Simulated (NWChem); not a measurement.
System: CH$_{2}$BNO; SMILES N(=C=O)B

Parts of the log:

```
             Northwest Computational Chemistry Package (NWChem) 7.3.0
             --------------------------------------------------------

                             Geometry "geometry" -> ""
                             -------------------------

 Output coordinates in angstroms (scale by  1.889725989 to convert to a.u.)

  No.       Tag          Charge          X              Y              Z
 ---- ---------------- ---------- -------------- -------------- --------------
    1 B                    5.0000    -0.78863700    -1.64135800     0.62834500
    2 H                    1.0000    -0.19271500    -2.30407400     1.44366800
    3 H                    1.0000    -1.86482300    -1.98181600     0.19821100
    4 N                    7.0000    -0.21541800    -0.44401000     0.16859900
    5 C                    6.0000     0.27305400     0.57700400    -0.22357600
    6 O                    8.0000     0.74857500     1.57081900    -0.60526600

 Effective nuclear repulsion energy (a.u.)      89.4701886848

                              NWChem Property Module
                              ----------------------

                                 NWChem DFT Module
                                 -----------------

 Summary of "ao basis" -> "ao basis" (spherical)
 ------------------------------------------------------------------------------
       Tag                 Description            Shells   Functions and Types
 ---------------- ------------------------------  ------  ---------------------
 B                         def2-svpd                 8       20   4s2p2d
 H                         def2-svpd                 4        8   2s2p
 N                         def2-svpd                 8       20   4s2p2d
 C                         def2-svpd                 8       20   4s2p2d
 O                         def2-svpd                 9       23   4s3p2d

            General Information
            -------------------
          SCF calculation type: DFT
          Wavefunction type:  closed shell.
          No. of atoms     :     6
          No. of electrons :    28
           Alpha electrons :    14
            Beta electrons :    14
          Charge           :     0
          Spin multiplicity:     1
          Use of symmetry is: off; symmetry adaption is: off
          Maximum number of iterations: 150
          AO basis - number of functions:    99
                     number of shells:    41
          Convergence on energy requested:  1.00D-06
          Convergence on density requested:  1.00D-05
          Convergence on gradient requested:  5.00D-04

              XC Information
              --------------
                     Hartree-Fock (Exact) Exchange  1.000
                   CAM-Becke88 Exchange Functional  1.000
                      VWN V Correlation Functional  0.190 local
              Lee-Yang-Parr Correlation Functional  0.810

           Range-Separation Parameters
           ---------------------------
           Alpha           :  0.19
           Beta            :  0.46
           Gamma           :  0.33
           Short-Range HF  :     F

             Grid Information
             ----------------
          Grid used for XC integration:  medium
          Radial quadrature: Mura-Knowles
          Angular quadrature: Lebedev.
          Tag              B.-S. Rad. Rad. Pts. Rad. Cut. Ang. Pts.
          ---              ---------- --------- --------- ---------
          B                   0.85       49          12.0       434
          H                   0.35       45          13.0       434
          N                   0.65       49          10.0       434
          C                   0.70       49          11.0       434
          O                   0.60       49          13.0       434
          Grid pruning is: on
          Number of quadrature shells:   286
          Spatial weights used:  Erf1

      Superposition of Atomic Density Guess
      -------------------------------------

 Sum of atomic energies:        -192.06657539

      Non-variational initial energy
      ------------------------------

 Total energy =    -193.895949
 1-e energy   =    -437.061503
 2-e energy   =     153.695365
 HOMO         =      -0.329286
 LUMO         =      -0.033808

   convergence    iter        energy       DeltaE   RMS-Dens  Diis-err
 ---------------- ----- ----------------- --------- --------- ---------
 d= 0,ls=0.0,diis     1   -193.8355899120 -2.83D+02  3.77D-02  8.37D-01
 d= 0,ls=0.0,diis     2   -193.8199101300  1.57D-02  9.53D-03  1.28D+00
 d= 0,ls=0.0,diis     3   -193.9306020570 -1.11D-01  2.11D-03  4.75D-02
 d= 0,ls=0.0,diis     4   -193.9333399441 -2.74D-03  1.00D-03  1.76D-02
 d= 0,ls=0.0,diis     5   -193.9350921509 -1.75D-03  3.62D-04  7.01D-04
  Resetting Diis
 d= 0,ls=0.0,diis     6   -193.9351754588 -8.33D-05  8.05D-05  9.01D-06
 d= 0,ls=0.0,diis     7   -193.9351775098 -2.05D-06  4.13D-05  2.58D-06
 d= 0,ls=0.0,diis     8   -193.9351777398 -2.30D-07  1.96D-05  1.70D-06
 d= 0,ls=0.0,diis     9   -193.9351779654 -2.26D-07  3.13D-06  1.04D-07

         Total DFT energy =     -193.935177965377
      One electron energy =     -439.023456604187
           Coulomb energy =      181.171301914529
    Exchange-Corr. energy =      -25.553211960539
 Nuclear repulsion energy =       89.470188684820

 Numeric. integr. density =       27.999998997814

                       DFT Final Molecular Orbital Analysis
                       ------------------------------------

 Vector   12  Occ=2.000000D+00  E=-4.642955D-01
              MO Center= -4.3D-01, -8.9D-01,  3.4D-01, r^2= 3.9D+00
   Bfn.  Coefficient  Atom+Function         Bfn.  Coefficient  Atom+Function
  ----- ------------  ---------------      ----- ------------  ---------------
     5      0.292073  1 B  px                81      0.242605  6 O  px
    21     -0.239905  2 H  s                 29      0.239865  3 H  s
     7      0.217583  1 B  pz                 8     -0.210855  1 B  px
    83      0.180667  6 O  pz                41      0.178573  4 N  px
    10     -0.157072  1 B  pz                84      0.155233  6 O  px

 Vector   13  Occ=2.000000D+00  E=-4.111295D-01
              MO Center=  1.1D-01,  2.3D-01, -9.1D-02, r^2= 2.3D+00
   Bfn.  Coefficient  Atom+Function         Bfn.  Coefficient  Atom+Function
  ----- ------------  ---------------      ----- ------------  ---------------
    43      0.330518  4 N  pz                83      0.303415  6 O  pz
    46     -0.227809  4 N  pz                42      0.224078  4 N  py
    82      0.205697  6 O  py                41     -0.202998  4 N  px
    86      0.197676  6 O  pz                81     -0.186354  6 O  px
    45     -0.154444  4 N  py                44      0.139917  4 N  px

 Vector   14  Occ=2.000000D+00  E=-3.580250D-01
              MO Center= -2.3D-01, -4.7D-01,  1.8D-01, r^2= 3.7D+00
   Bfn.  Coefficient  Atom+Function         Bfn.  Coefficient  Atom+Function
  ----- ------------  ---------------      ----- ------------  ---------------
    41      0.314804  4 N  px                81      0.266880  6 O  px
    43      0.234438  4 N  pz                44     -0.222002  4 N  px
    21      0.218309  2 H  s                 29     -0.218324  3 H  s
    83      0.198735  6 O  pz                84      0.185204  6 O  px
     5     -0.176906  1 B  px                46     -0.165313  4 N  pz

 Vector   15  Occ=0.000000D+00  E=-3.417630D-02
              MO Center= -5.0D-01, -1.0D+00,  4.0D-01, r^2= 3.7D+00
   Bfn.  Coefficient  Atom+Function         Bfn.  Coefficient  Atom+Function
  ----- ------------  ---------------      ----- ------------  ---------------
     7      0.351684  1 B  pz                10     -0.341531  1 B  pz
     6      0.238445  1 B  py                63      0.236166  5 C  pz
     9     -0.231574  1 B  py                 5     -0.215995  1 B  px
     8      0.209756  1 B  px                66      0.195517  5 C  pz
    83     -0.164057  6 O  pz                62      0.160103  5 C  py

 Vector   16  Occ=0.000000D+00  E= 3.184158D-02
              MO Center= -1.0D-01, -2.0D-01,  7.5D-02, r^2= 9.7D+00
   Bfn.  Coefficient  Atom+Function         Bfn.  Coefficient  Atom+Function
  ----- ------------  ---------------      ----- ------------  ---------------
    40      7.903570  4 N  s                 60     -6.147833  5 C  s
    80      3.337956  6 O  s                 59     -2.558951  5 C  s
     9     -1.823385  1 B  py                 4     -1.709733  1 B  s
    65      0.982331  5 C  py                 8     -0.873206  1 B  px
    88     -0.835178  6 O  py                10      0.699976  1 B  pz

 Vector   17  Occ=0.000000D+00  E= 6.352793D-02
              MO Center= -7.2D-01, -1.5D+00,  5.7D-01, r^2= 1.4D+01
   Bfn.  Coefficient  Atom+Function         Bfn.  Coefficient  Atom+Function
  ----- ------------  ---------------      ----- ------------  ---------------
    60     10.419068  5 C  s                 80     -6.021691  6 O  s
    40     -5.841774  4 N  s                  3      4.990140  1 B  s
     4     -3.461241  1 B  s                 59      1.736571  5 C  s
    88      1.544812  6 O  py                39     -0.850781  4 N  s
    87      0.739147  6 O  px                22     -0.730981  2 H  s

     Multipole analysis of the density
     ---------------------------------

[...]

 DFT Linear Response polarizability / au
 Frequency  =       0.0000000 / au
              X              Y              Z
 -----------------------------------------------
 X      33.0855931     12.6717464     -3.2324344
 Y      12.6717838     51.9116300    -10.8956192
 Z      -3.2324601    -10.8956427     29.7624271
 -----------------------------------------------
 Eigenvalues =      28.2387101     62.1600361     24.3609040
 Isotropic   =      38.2532167
 Anisotropic =      36.0171357
 -----------------------------------------------

 Magnetic Dipole Response Matrix (nonzero elements):

 Exiting AOResponse driver routine
```

Level: CAM-B3LYP/def2-SVPD. Coordinates come from a PBE0/def2-SVP optimisation.

Question: Reconstruct the input file.

Answer: One answer among several that fit: the input that was run:
```
start job
memory heap 200 mb stack 900 mb global 1100 mb
geometry units angstroms noautosym nocenter noautoz
  B     -0.788637    -1.641358     0.628345
  H     -0.192715    -2.304074     1.443668
  H     -1.864823    -1.981816     0.198211
  N     -0.215418    -0.444010     0.168599
  C      0.273054     0.577004    -0.223576
  O      0.748575     1.570819    -0.605266
end
basis spherical
  * library def2-svpd
end
dft
  xc xcamb88 1.00 lyp 0.81 vwn_5 0.19 hfexch 1.00
  cam 0.33 cam_alpha 0.19 cam_beta 0.46
  iterations 150
end
property
  response 1 0.0
end
task dft property
```
